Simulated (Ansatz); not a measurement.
`O[SiH](F)S[SiH2]Cl` + H–F → `O[SiH](F)F` + `S[SiH2]Cl`  (ligand exchange at the Si–S bond)

Calculated with Ansatz (gas phase, PBE0-D4/def2-TZVP geometries, no zero-point term in ΔE). CBS: MP2 limit from def2 TZ/QZ plus the TZ coupled-cluster correction, frozen cores. This one scheme is used for every species. Functionals use def2-TZVPP. One conformer a species, not always the lowest.

```tsv
level	ΔE (eV)
PBE0	-0.91
HF/def2-TZVPP	-1.25
```

(1) What does CCSD(T)/CBS give? (An estimate is asked.)

Largest T1 diagnostic among the species: 0.011.

## Answers

(1) The calculation gave: -0.91 eV. The listed levels differ from it by 0.00, -0.34 eV.

In def2-TZVPP, CCSD(T) changes the Hartree–Fock value by +0.29 eV (the triples alone add +0.06 eV) and MP2 by +0.35 eV. The D4 term adds +0.18 eV with B3LYP and +0.10 eV with PBE0; it sums over pairs of atoms, weighted by their polarisabilities, and B3LYP, whose exchange is more repulsive, gets the larger term.

B3LYP here is the variant with VWN-RPA as its local correlation; programs differ in this.
